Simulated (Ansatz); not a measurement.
Computed with frozen-core CCSD(T)/def2-TZVPP // B3LYP-D3(BJ)/def2-TZVP (Ansatz, a first-principles code).

Ansatz 0.2 input:
```yaml
crystal:
  periodic: [false, false, false]
  atoms:
    - { symbol: C, position_ang: [1.837064, -0.420697, 0.304488] }
    - { symbol: C, position_ang: [0.712682, -0.79443, -0.282724] }
    - { symbol: S, position_ang: [-0.198623, 0.369749, -1.293588] }
    - { symbol: C, position_ang: [-1.710362, 0.357917, -0.278783] }
    - { symbol: O, position_ang: [0.428869, 1.706352, -1.118134] }
    - { symbol: H, position_ang: [2.433213, -1.117477, 0.878396] }
    - { symbol: H, position_ang: [2.177833, 0.604054, 0.216537] }
    - { symbol: H, position_ang: [0.316021, -1.803389, -0.264748] }
    - { symbol: H, position_ang: [-2.131067, -0.647567, -0.256514] }
    - { symbol: H, position_ang: [-2.409269, 1.043973, -0.754081] }
    - { symbol: H, position_ang: [-1.456371, 0.701511, 0.722682] }
basis:
  gaussian: { orbitals: def2-TZVPP }
correlation:
  method: ccsd_t
```

Output:

```
Functional definition: HF
1483 factors; integrals over basis functions are off by at most 1.1e-3 eV
mean field evaluation 1: about -16035.9259 eV, gradient 4.8e1 eV
mean field evaluation 2: about -16036.2839 eV, gradient 4.8e1 eV
mean field evaluation 4: about -16041.3168 eV, gradient 6.4e0 eV
mean field evaluation 8: about -16041.4473 eV, gradient 5.4e-1 eV
mean field evaluation 16: about -16035.9257 eV, gradient 4.8e1 eV
mean field -16041.44853901 eV, -589.5123605244 hartree, gradient 2.1e-6 eV, S^2 0.000000; 0 other end points of the search recorded, 0 dependent functions left out
9 core orbitals not correlated
reference -16041.44853901 eV, -589.5123605244 hartree; 15, 15 occupied and 226, 226 virtual orbitals, 1483 factors
second order -25.06150227 eV of doubles, -0.00000000 eV of singles
cycle   1  -25.21534312 eV  change   -1.5e-1 eV  update   1.3e-1
cycle   2  -25.87951347 eV  change   -6.6e-1 eV  update   4.3e-2
cycle   3  -26.07617534 eV  change   -2.0e-1 eV  update   2.4e-2
cycle   4  -26.06761506 eV  change    8.6e-3 eV  update   6.6e-3
cycle   5  -26.06521511 eV  change    2.4e-3 eV  update   3.2e-3
cycle   6  -26.06632482 eV  change   -1.1e-3 eV  update   1.1e-3
cycle   7  -26.06611952 eV  change    2.1e-4 eV  update   5.2e-4
cycle   8  -26.06589923 eV  change    2.2e-4 eV  update   1.8e-4
cycle   9  -26.06595232 eV  change   -5.3e-5 eV  update   7.9e-5
cycle  10  -26.06595392 eV  change   -1.6e-6 eV  update   3.1e-5
perturbative correction -1.20958278 eV, -0.0444513472 hartree
Total energy: -16068.72407571 eV, -590.5147180098 hartree
```

Cost: about 5 core-minutes (a rough figure).
